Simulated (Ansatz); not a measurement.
The cluster ZrS2. Charge 0, multiplicity 3. Geometry B3LYP-D4/def2-TZVP; atoms count from 1.

Cartesian coordinates in Å:
```
Zr 1.424 0.028 0.186
S -0.575 -0.226 -1.112
S -0.849 0.199 0.925
```

In the def2 sets Zr takes a core potential; there is no spin–orbit coupling. The structure comes from a short search, and lower isomers may exist.

(1) Estimate the Mulliken populations from the PBE0/def2-TZVP orbitals of Ansatz.

(2) Where does the spin sit?

(3) And the Mayer bond orders between heavy atoms (over 0.3)?

Answers

(1) 
```
atom  charge (e)  spin (α − β)  d electrons
 Zr1        0.55          2.17         2.53
  S2       -0.28         -0.09            –
  S3       -0.28         -0.09            –
```
Mulliken values depend strongly on the basis.

(2) Summed by element: Zr 2.17, S -0.17, of 2 unpaired in all. Largest on single atoms: Zr1 2.17, S2 -0.09, S3 -0.09.

(3) Zr1–S2 1.20 (2.40 Å); Zr1–S3 1.20 (2.40 Å); S2–S3 1.09 (2.10 Å).
